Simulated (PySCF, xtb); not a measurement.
C2H9GeN, SMILES C[N](C)[GeH3].

GFN2-xTB in xtb 6.7.1 at its own geometry gives an orbital gap of 5.97 eV and a dipole moment of 1.01 D.

Coordinates come from a TPSSh-D3(BJ)/def2-SVP optimisation.

Question: What does PySCF with PBE/def2-TZVP give? (The exact figures need the calculation; the answer reports its results.)

Answer: gap 4.62 eV (levels -4.85 and -0.23 eV), dipole 0.45 D.
